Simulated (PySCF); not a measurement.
## Does the structure fit the spectrum?

A compound C6H6O3 gives the data below (simulated from a calculation) and was assigned the structure `CC(=O)C1=COC(=O)C1`.

13C{1H} NMR (computed): δ 173.1 (C), 170.8 (C), 164.4 (C), 132.3 (CH), 24.3 (CH2), 11.5 (CH3).

1H NMR (300 MHz, computed): δ 6.38 (s, 1H), 2.60 (q, 2H), 1.36 (t, 3H).

- σ from GIAO-PBE0/pcSseg-1
- GFN2-xTB geometry
- run in PySCF 2.14
- one averaged value for each set of equivalent atoms, no relativistic terms, single conformer, no solvent model

δ = σ(ref) − σ, references computed at the same level: TMS for 1H, 13C.

**Question.** Compare with the shifts computed for the proposed structure, pairing carbons in order of shift.

**Answer.** Numbering as in the mapped SMILES `[CH3:1][C:2](=[O:3])[C:4]1=[CH:5][O:6][C:7](=[O:8])[CH2:9]1`. Hydrogens are named by the atom that carries them.

| atom | computed for proposal | given list | difference |
| --- | --- | --- | --- |
| C2 | 193.8 | 173.1 | +20.7 |
| C7 | 178.6 | 170.8 | +7.8 |
| C5 | 160.0 | 164.4 | -4.4 |
| C4 | 125.4 | 132.3 | -6.9 |
| C9 | 36.2 | 24.3 | +11.9 |
| C1 | 31.8 | 11.5 | +20.3 |

The rms difference is 13.6 ppm and the largest +20.7 ppm at C2 (ketone carbonyl carbon). The carbon types in order of shift don't match either: C, C, CH, C, CH2, CH3 for the proposal against C, C, C, CH, CH2, CH3 in the data. The proposal doesn't fit.

**Question.** Which isomer fits?

**Answer.** SMILES CCC1=CC(=O)OC1=O.

Carbon types of the structure: 3 × C, 1 × CH, 1 × CH2, 1 × CH3, which accounts for all hydrogens. δC 173.1, 170.8: anhydride carbonyl carbon; lone-pair donation from the attached heteroatom keeps it upfield of a ketone carbonyl. δC 164.4, 132.3: β carbon of a C=C–C=O unit; conjugation with the carbonyl draws π density from the β position. δC 24.3: allylic sp3 CH2; saturated and bonded to C and H only. δH 6.38: hydrogen on a β carbon of a C=C–C=O unit; attached to an sp2 carbon and in the plane of the double bond.

The shifts were computed for this structure.

Shifts are as computed. Against solution values, carbons near 30 ppm lie about +3 ppm off and those near 130 ppm about +5 ppm. Of 1211 compounds with measured shifts, 218 miss one by over three times the rms of a fit or turn the order of signals round; such compounds aren't used in these exercises. Multiplicities follow the n + 1 count of equivalent neighbours, as no J values were calculated; m marks all less simple cases, F and P coupling included.
